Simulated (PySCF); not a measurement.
## How methods differ on the ionisation energy of Sr

Sr [Kr] 5s2 (1S) → Sr⁺ [Kr] 5s1 (2S), as a difference of total energies. All numbers are calculated (PySCF 2.14, scalar relativity by spin-free X2C-1e, in aug-cc-pVQZ-X2C (9s8p6d3f2g, 102 functions)). Correlated levels: valence: [Kr] frozen. The calculations carry no spin-orbit coupling.

```json
{"method": "UHF", "ionisation energy (eV)": "4.746"}
{"method": "MP2 (valence)", "ionisation energy (eV)": "5.261"}
{"method": "SCS-MP2 (valence)", "ionisation energy (eV)": "5.364"}
{"method": "CCSD (valence)", "ionisation energy (eV)": "5.448"}
```

Task: How much does correlation contribute at MP2 (valence)?

Result: 5.261 − (4.746) = 0.515 eV, measured against UHF.

Errors of the correlated levels include the incompleteness of this basis and the frozen core.

With two correlated electrons CCSD is exact in that space.

For comparison: 5.695 eV (measured; NIST Atomic Spectra Database, ionization energies).
